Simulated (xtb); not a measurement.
ClH6NSi2, SMILES N[SiH2][SiH2]Cl. All values are semi-empirical tight-binding results from xtb (GFN2-xTB unless named), good for trends rather than for accurate numbers. Geometry optimised at GFN2-xTB. This is a generated structure with no PubChem entry under its InChIKey; it may be hypothetical. The values are those of a single conformer.

Optimised geometry:

```xyz
10

Si     0.7928     0.3543    -0.7580
Cl     1.7421     0.1954     1.0403
Si    -1.3391    -0.5567    -0.6418
N     -2.3326    -0.0517     0.6762
H      0.8545     1.7882    -1.0667
H      1.6865    -0.2989    -1.7179
H     -2.1082    -0.1702    -1.8283
H     -1.3092    -2.0166    -0.5067
H     -2.6920     0.8895     0.6870
H     -2.0700    -0.3193     1.6117
```
Charge 0, spin multiplicity 1.

| Quantity | Value |
|---|---|
| orbital gap | 4.18 eV |
| dipole moment | 1.48 D |
| zero-point energy | 37.0 kcal/mol |
| G − E(el) at 298.15 K (modified RRHO) | 16.6 kcal/mol |
| static polarisability (D4 model) | 81.2 bohr³ |
| solvation energy, GFN2-xTB/ALPB(water) | -3.5 kcal/mol |
| solvation energy, GFN2-xTB/ALPB(dmf) | -6.2 kcal/mol |

Q: Give the atomic charges and the Wiberg bond orders between heavy atoms. (The exact figures need the calculation; the answer reports its results.)

A: charges (e) Si1 0.41, Cl2 -0.31, Si3 0.40, N4 -0.41, H5 -0.09, H6 -0.10, H7 -0.12, H8 -0.10, H9 0.15, H10 0.15. Bond orders Si1–Cl2 1.05, Si1–Si3 0.80, Si3–N4 1.17.
